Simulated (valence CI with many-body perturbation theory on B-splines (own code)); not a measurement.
E1 line list for Tm62+

Method: valence CI with perturbative core correlation (CI+MBPT): five valence electrons over a frozen Dirac-Fock core [He], a basis of 9 s, 9 p, 8 d, 6 f, 3 g, 1 h functions for each j, with the one-electron correlation potential Σ1 (screened to all orders), the two-electron term Σ2, the three-electron term Σ3, Breit, model QED; selected single and double excitations, second order for the rest (own B-spline code, finite nucleus).

No measured spectrum was set against this ion. As an estimate, large intervals hold to a few tenths of a per cent, small ones and those within an open d or f shell to about a per cent. Among the levels kept, up to 1100 cm⁻¹ of a level comes from second order outside the variational space, and about a tenth of that is noise between levels of different J, which matters for small intervals.

Lines 151 to 200 of 256 in falling wavelength, among levels below 9516.2 eV, chosen from the strongest by gf and those to the six lowest levels. Wavelengths and rates use the calculated energies. Electric multipoles are in the length gauge, E1 and E2 with the static RPA response of the core. Weak lines are less certain than strong ones. Lines between different terms over intervals too small for the method are left out, as are lines whose strength nearly cancels. The highest levels of a list are the least certain.

Levels are named by their leading jj configuration (3d3/2^4 stands for four electrons in 3d with j = 3/2), which in mixed levels can hold well under half, so a name can repeat and another be missing. Letters in brackets count levels of one name in rising energy.

| λ vac (nm) | Upper | Lower | A (s⁻¹) | S (a.u.) |
| --- | --- | --- | --- | --- |
| 0.1621 | (2s^2 2p1/2 2p3/2 3p3/2) J=3/2 [a] | (2s 2p1/2^2 2p3/2^2) J=1/2 | 4.44e+10 | 3.73e-07 |
| 0.1620 | (2s^2 2p1/2 2p3/2 3s) J=3/2 [a] | (2s^2 2p1/2 2p3/2^2) J=3/2 | 6.68e+13 | 5.61e-04 |
| 0.1620 | (2s^2 2p1/2 2p3/2 3s) J=3/2 [b] | (2s^2 2p1/2 2p3/2^2) J=5/2 | 1.14e+14 | 9.57e-04 |
| 0.1618 | (2s^2 2p1/2 2p3/2 3s) J=1/2 | (2s^2 2p1/2 2p3/2^2) J=3/2 | 1.34e+14 | 5.61e-04 |
| 0.1616 | (2s^2 2p1/2 2p3/2 3s) J=5/2 | (2s^2 2p1/2 2p3/2^2) J=3/2 | 5.34e+12 | 6.67e-05 |
| 0.1615 | (2s^2 2p1/2 2p3/2 3s) J=3/2 [b] | (2s^2 2p1/2 2p3/2^2) J=3/2 | 2.15e+13 | 1.79e-04 |
| 0.1615 | (2s^2 2p1/2 2p3/2 3p3/2) J=3/2 [b] | (2s 2p1/2^2 2p3/2^2) J=1/2 | 8.34e+11 | 6.93e-06 |
| 0.1609 | (2s^2 2p1/2 2p3/2 3p3/2) J=1/2 [b] | (2s 2p1/2^2 2p3/2^2) J=1/2 | 1.92e+11 | 7.91e-07 |
| 0.1609 | (2s 2p1/2^2 2p3/2 3s) J=3/2 [b] | (2s 2p1/2^2 2p3/2^2) J=5/2 | 1.08e+13 | 8.89e-05 |
| 0.1602 | (2s^2 2p1/2 2p3/2 3p3/2) J=5/2 [a] | (2s 2p1/2^2 2p3/2^2) J=5/2 | 1.99e+12 | 2.42e-05 |
| 0.1601 | (2s^2 2p1/2 2p3/2 3p3/2) J=3/2 [a] | (2s 2p1/2^2 2p3/2^2) J=5/2 | 4.21e+11 | 3.41e-06 |
| 0.1599 | (2s^2 2p1/2 2p3/2 3p3/2) J=7/2 | (2s 2p1/2^2 2p3/2^2) J=5/2 | 1.55e+10 | 2.51e-07 |
| 0.1595 | (2s^2 2p1/2 2p3/2 3p3/2) J=3/2 [b] | (2s 2p1/2^2 2p3/2^2) J=5/2 | 2.60e+12 | 2.09e-05 |
| 0.1558 | (2s 2p1/2^2 2p3/2 3p1/2) J=3/2 [a] | (2s^2 2p1/2 2p3/2^2) J=1/2 | 1.01e+11 | 7.52e-07 |
| 0.1549 | (2s 2p1/2^2 2p3/2 3p1/2) J=3/2 [a] | (2s^2 2p1/2 2p3/2^2) J=5/2 | 2.06e+10 | 1.51e-07 |
| 0.1549 | (2s 2p1/2^2 2p3/2 3p1/2) J=5/2 | (2s^2 2p1/2 2p3/2^2) J=5/2 | 8.67e+10 | 9.55e-07 |
| 0.1547 | (2s 2p1/2^2 2p3/2 3d3/2) J=3/2 [a] | (2s 2p1/2^2 2p3/2^2) J=1/2 | 5.97e+13 | 4.36e-04 |
| 0.1547 | (2s 2p1/2^2 2p3/2 3d3/2) J=1/2 [a] | (2s 2p1/2^2 2p3/2^2) J=3/2 | 6.79e+13 | 2.48e-04 |
| 0.1547 | (2s 2p1/2^2 2p3/2 3d3/2) J=1/2 [a] | (2s 2p1/2^2 2p3/2^2) J=1/2 | 3.05e+13 | 1.11e-04 |
| 0.1545 | (2s 2p1/2^2 2p3/2 3p1/2) J=3/2 [a] | (2s^2 2p1/2 2p3/2^2) J=3/2 | 1.17e+12 | 8.49e-06 |
| 0.1543 | (2s 2p1/2^2 2p3/2 3p1/2) J=1/2 | (2s^2 2p1/2 2p3/2^2) J=1/2 | 1.01e+12 | 3.68e-06 |
| 0.1543 | (2s 2p1/2^2 2p3/2 3p1/2) J=3/2 [b] | (2s^2 2p1/2 2p3/2^2) J=1/2 | 1.14e+11 | 8.30e-07 |
| 0.1536 | (2s^2 2p1/2 2p3/2 3d3/2) J=3/2 [a] | (2s^2 2p1/2 2p3/2^2) J=1/2 | 4.18e+13 | 2.99e-04 |
| 0.1535 | (2s^2 2p1/2 2p3/2 3d3/2) J=1/2 [a] | (2s^2 2p1/2 2p3/2^2) J=1/2 | 5.28e+13 | 1.88e-04 |
| 0.1534 | (2s 2p1/2^2 2p3/2 3p1/2) J=3/2 [b] | (2s^2 2p1/2 2p3/2^2) J=5/2 | 1.21e+12 | 8.61e-06 |
| 0.1534 | (2s 2p1/2^2 2p3/2 3d3/2) J=3/2 [b] | (2s 2p1/2^2 2p3/2^2) J=1/2 | 1.62e+12 | 1.15e-05 |
| 0.1531 | (2s 2p1/2^2 2p3/2 3d3/2) J=1/2 [b] | (2s 2p1/2^2 2p3/2^2) J=3/2 | 7.66e+13 | 2.71e-04 |
| 0.1530 | (2s 2p1/2^2 2p3/2 3d3/2) J=1/2 [b] | (2s 2p1/2^2 2p3/2^2) J=1/2 | 2.17e+14 | 7.69e-04 |
| 0.1530 | (2s 2p1/2^2 2p3/2 3d5/2) J=5/2 | (2s 2p1/2^2 2p3/2^2) J=3/2 | 1.24e+14 | 1.31e-03 |
| 0.1530 | (2s 2p1/2^2 2p3/2 3d3/2) J=5/2 [a] | (2s 2p1/2^2 2p3/2^2) J=5/2 | 9.72e+13 | 1.03e-03 |
| 0.1530 | (2s 2p1/2^2 2p3/2 3p1/2) J=1/2 | (2s^2 2p1/2 2p3/2^2) J=3/2 | 5.89e+11 | 2.08e-06 |
| 0.1529 | (2s 2p1/2^2 2p3/2 3p1/2) J=3/2 [b] | (2s^2 2p1/2 2p3/2^2) J=3/2 | 1.14e+11 | 8.05e-07 |
| 0.1529 | (2s 2p1/2^2 2p3/2 3d3/2) J=3/2 [a] | (2s 2p1/2^2 2p3/2^2) J=5/2 | 1.73e+14 | 1.22e-03 |
| 0.1528 | (2s^2 2p1/2 2p3/2 3d3/2) J=3/2 [b] | (2s^2 2p1/2 2p3/2^2) J=1/2 | 5.23e+13 | 3.69e-04 |
| 0.1528 | (2s 2p1/2^2 2p3/2 3d3/2) J=7/2 | (2s 2p1/2^2 2p3/2^2) J=5/2 | 6.84e+12 | 9.64e-05 |
| 0.1527 | (2s^2 2p1/2 2p3/2 3d3/2) J=3/2 [a] | (2s^2 2p1/2 2p3/2^2) J=5/2 | 4.15e+13 | 2.91e-04 |
| 0.1527 | (2s^2 2p1/2 2p3/2 3d3/2) J=1/2 [b] | (2s^2 2p1/2 2p3/2^2) J=1/2 | 4.14e+13 | 1.46e-04 |
| 0.1527 | (2s^2 2p1/2 2p3/2 3d3/2) J=5/2 [a] | (2s^2 2p1/2 2p3/2^2) J=5/2 | 7.62e+13 | 8.03e-04 |
| 0.1525 | (2s^2 2p1/2^2 3d3/2) J=3/2 | (2s^2 2p1/2^2 2p3/2) J=3/2 | 1.93e+14 | 1.35e-03 |
| 0.1524 | (2s^2 2p1/2 2p3/2 3d3/2) J=7/2 | (2s^2 2p1/2 2p3/2^2) J=5/2 | 1.64e+13 | 2.29e-04 |
| 0.1523 | (2s^2 2p1/2 2p3/2 3d3/2) J=3/2 [a] | (2s^2 2p1/2 2p3/2^2) J=3/2 | 9.95e+13 | 6.94e-04 |
| 0.1522 | (2s^2 2p1/2 2p3/2 3d3/2) J=5/2 [a] | (2s^2 2p1/2 2p3/2^2) J=3/2 | 7.94e+10 | 8.30e-07 |
| 0.1522 | (2s^2 2p1/2 2p3/2 3d3/2) J=1/2 [a] | (2s^2 2p1/2 2p3/2^2) J=3/2 | 1.06e+14 | 3.70e-04 |
| 0.1521 | (2s^2 2p1/2 2p3/2 3d3/2) J=5/2 [b] | (2s^2 2p1/2 2p3/2^2) J=5/2 | 1.67e+13 | 1.74e-04 |
| 0.1520 | (2s^2 2p1/2 2p3/2 3d3/2) J=3/2 [b] | (2s^2 2p1/2 2p3/2^2) J=5/2 | 1.46e+14 | 1.01e-03 |
| 0.1518 | (2s^2 2p1/2 2p3/2 3d5/2) J=3/2 [a] | (2s^2 2p1/2 2p3/2^2) J=1/2 | 7.26e+13 | 5.02e-04 |
| 0.1517 | (2s^2 2p1/2 2p3/2 3d3/2) J=5/2 [b] | (2s^2 2p1/2 2p3/2^2) J=3/2 | 8.68e+12 | 8.97e-05 |
| 0.1516 | (2s 2p1/2^2 2p3/2 3d3/2) J=3/2 [b] | (2s 2p1/2^2 2p3/2^2) J=5/2 | 9.14e+13 | 6.28e-04 |
| 0.1515 | (2s^2 2p1/2 2p3/2 3d3/2) J=3/2 [b] | (2s^2 2p1/2 2p3/2^2) J=3/2 | 1.62e+12 | 1.11e-05 |
| 0.1514 | (2s^2 2p1/2 2p3/2 3d3/2) J=1/2 [b] | (2s^2 2p1/2 2p3/2^2) J=3/2 | 1.10e+14 | 3.76e-04 |
